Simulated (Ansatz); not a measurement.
CH$_{5}$FO$_{2}$Sn, SMILES `[CH3][Sn]([OH])([OH])[F]`, 10 atoms. Charge 0, multiplicity 1. Correlated methods include outer-core shells of Sn, which these sets cover unevenly. Sn takes the def2 core potential. All runs use 4 threads of an Arm Neoverse V1 on a shared host. Correlated methods freeze the cores.

Task: Give the basis size and wall time and peak host memory of each of these runs in Ansatz. direct RPA on PBE orbitals/def2-TZVPP energy; RKS PBE-D4/def2-TZVPP energy and forces; RKS SPW92 (LDA)/def2-TZVPP energy; RKS PBE0-D4/def2-TZVPP energy; RKS PBE0-D4/def2-QZVPP energy; RKS PBE0-D4/def2-TZVP relaxation (8 steps); RKS ωB97M-V/def2-SVP energy; RHF-MP2/def2-QZVPP energy; RHF-CCSD(T)/def2-TZVPP energy; RHF-CCSD(T)/def2-SVP energy; RKS PBE0-D4/def2-TZVP frequencies; RKS PBE0-D4/def2-SVP energy. (Estimate.)

Result: Ansatz gave: Other jobs shared the machine, so times are rough.

| level | job | functions | wall time | peak host memory (GiB) |
| --- | --- | --- | --- | --- |
| RKS SPW92 (LDA)/def2-TZVPP | energy | 244 | 1.3 s | 0.29 |
| RKS PBE0-D4/def2-SVP | energy | 107 | 1.4 s | 0.23 |
| RKS PBE-D4/def2-TZVPP | energy and forces | 244 | 2.6 s | 0.3 |
| RKS PBE0-D4/def2-TZVPP | energy | 244 | 3.1 s | 0.6 |
| RKS ωB97M-V/def2-SVP | energy | 107 | 6 s | 0.34 |
| direct RPA on PBE orbitals/def2-TZVPP | energy | 244 | 9 s | 0.64 |
| RKS PBE0-D4/def2-QZVPP | energy | 460 | 9.5 s | 1.5 |
| RHF-CCSD(T)/def2-SVP | energy | 107 | 11 s | 0.61 |
| RHF-MP2/def2-QZVPP | energy | 460 | 30 s | 2.5 |
| RKS PBE0-D4/def2-TZVP | relaxation (8 steps) | 204 | 33 s | 0.53 |
| RKS PBE0-D4/def2-TZVP | frequencies | 204 | 2.8 min | 0.53 |
| RHF-CCSD(T)/def2-TZVPP | energy | 244 | 5.5 min | 5.8 |
